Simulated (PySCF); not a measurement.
Te(SiH3)(OSiH3) (H₆OSi₂Te), SMILES [SiH3]O[Te][SiH3].

Coordinates come from a B3LYP-D3(BJ)/def2-SVP optimisation. This is a generated structure with no PubChem entry under its InChIKey; it may be hypothetical. The def2 effective core potentials stand for the cores of Te; spin–orbit coupling is left out. Other conformers were not sampled.

Two levels are set side by side: PBE/def2-TZVP (PySCF) and ωB97X/def2-TZVP (PySCF). Same geometry, gas phase. Differences are taken from unrounded values.

```
quantity                     ωB97X
---------------------------  -----
orbital gap (eV)              8.38
highest occupied level (eV)  -8.69
lowest empty level (eV)      -0.31
dipole moment (D)             1.73
mean polarisability (bohr³)   94.6
```

Q: What does PBE give, and how far is it from ωB97X? (Estimate from the structure and the level; the computed values follow.)

A: 
| quantity | PBE | PBE minus ωB97X |
|---|---|---|
| orbital gap (eV) | 2.19 | -6.19 |
| highest occupied level (eV) | -5.44 | 3.25 |
| lowest empty level (eV) | -3.26 | -2.95 |
| dipole moment (D) | 1.41 | -0.33 |
| mean polarisability (bohr³) | 99.8 | 5.2 |

PBE's occupied levels lie high since its potential decays too fast outside the molecule; exact exchange lowers them and widens the gap. Loosely held outer electrons make PBE densities more polarisable. Differences between two approximate levels are no errors against the true value.

Rough cost on one machine, each run with all the roots and properties that it gave: ωB97X against PBE within a factor of 2.
